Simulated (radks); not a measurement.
Values are calculated unless marked as measured or tabulated.
Species: S6+. Configuration: [Ne]. Level of theory: Dirac Kohn-Sham, PBE, spin-unpolarised, spherical densities, point nucleus (a radial shooting solver on a logarithmic mesh with Libxc functionals).

Unscreened Slater integrals over Kohn-Sham orbitals (cm^-1). Large and small components are both included. Empty in this configuration: 3s1/2.

integral           value
F0(2p3/2,2p3/2)   461030
F2(2p3/2,2p3/2)   213960
F0(2p3/2,2p1/2)   462200
G2(2p3/2,2p1/2)   214050
F0(2p3/2,2s1/2)   435890
G1(2p3/2,2s1/2)   258160
F0(2p3/2,1s1/2)   643260
G1(2p3/2,1s1/2)    93008
F0(2p3/2,3s1/2)   192250
G1(2p3/2,3s1/2)    17990
F0(2p1/2,2p1/2)   463390
F0(2p1/2,2s1/2)   436830
G1(2p1/2,2s1/2)   258070
F0(2p1/2,1s1/2)   647040
G1(2p1/2,1s1/2)    93831
F0(2p1/2,3s1/2)   192380
G1(2p1/2,3s1/2)    17990
F0(2s1/2,2s1/2)   419280
F0(2s1/2,1s1/2)   591780
G0(2s1/2,1s1/2)    49837
F0(2s1/2,3s1/2)   190020
G0(2s1/2,3s1/2)    14296
F0(1s1/2,1s1/2)  2133000
F0(1s1/2,3s1/2)   215540
G0(1s1/2,3s1/2)   7906.5
F0(3s1/2,3s1/2)   146250
